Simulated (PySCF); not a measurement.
GeH5, charge -1. Atoms are numbered in the order given.

```xyz
6

Ge     0.0000     0.0000     0.0000
H      0.0000     0.0000     1.7315
H      0.0000     0.0000    -1.7315
H      1.5860     0.0000     0.0000
H     -0.7930     1.3735     0.0000
H     -0.7930    -1.3735     0.0000
```
Charge -1, spin multiplicity 1.

Geometry: B3LYP-D3(BJ)/def2-TZVPD.

Method: PySCF with PBE/pcSseg-2.

GIAO shieldings, no solvent; atoms listed in one row are averaged. δ = σ(ref) − σ: ⁷³Ge against GeH4 (σ = 1621.0 ppm); ¹H against TMS (σ = 31.47 ppm), references at their B3LYP-D3(BJ)/def2-TZVP geometries, non-relativistic.

Computed chemical shifts:
```json
[
 {"nucleus": "⁷³Ge", "atoms": "Ge1", "count": "1", "δ (ppm)": "-133.6"},
 {"nucleus": "¹H", "atoms": "H3, H2", "count": "2", "δ (ppm)": "7.02"},
 {"nucleus": "¹H", "atoms": "H4, H5, H6", "count": "3", "δ (ppm)": "6.60"}
]
```
